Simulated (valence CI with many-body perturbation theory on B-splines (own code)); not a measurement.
Results of a calculation; reference values are marked as such.
Hg⁸⁺: input, log and results

Method: valence CI with perturbative core correlation (CI+MBPT): four valence electrons over a frozen Dirac-Fock core [Xe] 4f14, a basis of 6 s, 6 p, 5 d, 5 f, 1 g functions for each j, with the one-electron correlation potential Σ1 (screened to all orders), the two-electron term Σ2, the three-electron term Σ3, Breit, model QED; selected single and double excitations, second order for the rest, scaled by the run's own slope (own B-spline code, finite nucleus).

Command, and the settings that its task file holds:

```sh
python run_cv.py task.json out
```

```
atom Hg  Z=80  mass_number=202  rms_radius_fm=5.4648
core [Xe] 4f14
valence 5d4
avg = 1
basis = S
breit = 1
cap = 10000
capref = 1200
cscale = 1
de = 0.0
dress = 0
ecut = 24.0
eps = 2e-08
extrap = 1
h = 0.27
hh = 1
l2 = 3
lcore = 6
maxit = 60
n2 = 5
natural = 1
nlev = 20
nno = [3, 3, 3, 3, 1]
nroot = 26
nsp = [3, 3, 2, 2, 0]
pt2 = 1
qed = 1
rpa = 1
s1 = 1
s2 = 1
s3 = 1
screen = 1
tol = 2e-05
whole = 1
```

It took 39 s on 1 thread of Arm Neoverse V2 (shared host).

Log. The first blocks belong to the next ion, which gives the ionisation energy. Fields: 2J, parity (1 odd), roots, reference size, generating configurations, candidates as configurations/state functions, variational space P, stored matrix elements, Davidson steps; e2 is the range of second-order energies in hartree. The first line gives the box (bohr), its intervals, the orbitals and the steps of their self-consistent field. Window is the range of levels sought, series limit the energy at which the first omitted orbital would enter, core excitation an estimate of the first excitation out of the core, left out the lowest levels not solved, and shifts from estimates the range by which levels moved from their first estimate, all in cm⁻¹.

```
rmax 12.7 intervals 62 orbitals 40 references ['5d4', '5d3 6s', '5d3 6p', '5d2 6s2', '5d3 5f'] scf 7 t 1.6
2J=3 par=0 roots 2 ref 28 generators 6 cand 1176/2782 P 418/999 nnz 0 it 0
2J=3 par=0 roots 2 ref 28 generators 15 cand 2934/6716 P 855/2078 nnz 0 it 5
   second order: generators 34 cand 3423/7584 e2 -0.00001 -0.00001
reference levels 565, estimated 30, window 72076 1/cm; series limit 726112, core excitation 445834
2J=0 par=0 roots 3 ref 19 generators 6 cand 1637/2976 P 1114/2049 nnz 0 it 4
2J=0 par=0 roots 3 ref 19 generators 18 cand 6900/16492 P 1769/3849 nnz 1.5e+06 it 5
   second order: generators 53 cand 13521/31030 e2 -0.00006 -0.00002
2J=2 par=0 roots 4 ref 37 generators 6 cand 2807/17610 P 732/3550 nnz 2.9e+06 it 5
2J=2 par=0 roots 4 ref 37 generators 22 cand 8677/54127 P 1520/8271 nnz 9e+06 it 6
   second order: generators 54 cand 14008/86986 e2 -0.00008 -0.00003
2J=4 par=0 roots 5 ref 54 generators 6 cand 3306/28099 P 556/3571 nnz 3e+06 it 5
2J=4 par=0 roots 5 ref 54 generators 20 cand 5145/43520 P 1412/9999 nnz 1.5e+07 it 8
   second order: generators 53 cand 11788/106994 e2 -0.00011 -0.00003
2J=6 par=0 roots 5 ref 50 generators 4 cand 1952/17798 P 473/3547 nnz 3.2e+06 it 5
2J=6 par=0 roots 5 ref 50 generators 19 cand 6854/72439 P 1245/9979 nnz 1.7e+07 it 10
   second order: generators 53 cand 13754/146110 e2 -0.00011 -0.00004
2J=8 par=0 roots 5 ref 44 generators 4 cand 833/5043 P 518/3554 nnz 3.1e+06 it 5
2J=8 par=0 roots 5 ref 44 generators 19 cand 6769/69077 P 1329/9982 nnz 1.6e+07 it 7
   second order: generators 54 cand 11844/123546 e2 -0.00010 -0.00004
2J=10 par=0 roots 2 ref 25 generators 2 cand 700/3304 P 552/3525 nnz 3.3e+06 it 4
2J=10 par=0 roots 2 ref 25 generators 11 cand 4825/43468 P 995/7038 nnz 9.2e+06 it 5
   second order: generators 37 cand 11929/110157 e2 -0.00007 -0.00006
2J=12 par=0 roots 2 ref 14 generators 2 cand 398/1486 P 779/3410 nnz 3e+06 it 4
2J=12 par=0 roots 2 ref 14 generators 10 cand 4816/41443 P 1012/5440 nnz 5.3e+06 it 5
   second order: generators 38 cand 11459/87661 e2 -0.00006 -0.00006
left out: unestimated 101227, estimated 84669, shifts from estimates -20 to 10
operators 5.2
```

The Davidson iterations converged. The settings are bad on purpose, so the numbers may not be properties of the ion.

No measured spectrum was set against this ion. As an estimate, terms of the open shell hold to 2 to 4 % of their energy, and close levels can change places; different configurations can be misplaced against each other by 1,000 to 8,000 cm⁻¹. Only levels of the ground parity were solved; by the run's estimate the other parity begins above the list, which can be wrong where configurations are misplaced.

* Valence energy: -24.09782 hartree
* Ionisation energy: 134.88 eV (NIST: 134 ± 2.2 eV (theoretical))
* Reference configurations for the orbitals: 5d4, 5d3 6s, 5d3 6p, 5d2 6s2, 5d3 5f
* Radial orbitals: 40
* Box radius: 12.73 bohr
* Largest variational space: 9999
* Lowest levels: (5d3/2^4) J=0 0.0, (5d3/2^3 5d5/2) J=1 11680, (5d3/2^3 5d5/2) J=2 19820, (5d3/2^3 5d5/2) J=3 24895, (5d3/2^3 5d5/2) J=4 25940, (5d3/2^2 5d5/2^2) J=0 36601, (5d3/2^2 5d5/2^2) J=4 [a] 38318, (5d3/2^2 5d5/2^2) J=3 [a] 42834, (5d3/2^2 5d5/2^2) J=2 [a] 43763, (5d3/2^2 5d5/2^2) J=5 46345, (5d3/2^2 5d5/2^2) J=1 47873, (5d3/2^2 5d5/2^2) J=6 49976, (5d3/2^2 5d5/2^2) J=4 [b] 54153, (5d3/2^2 5d5/2^2) J=2 [b] 55175 cm⁻¹

Levels are named by their leading jj configuration (3d3/2^4 stands for four electrons in 3d with j = 3/2), which in mixed levels can hold well under half, so a name can repeat and another be missing. Letters in brackets count levels of one name in rising energy.
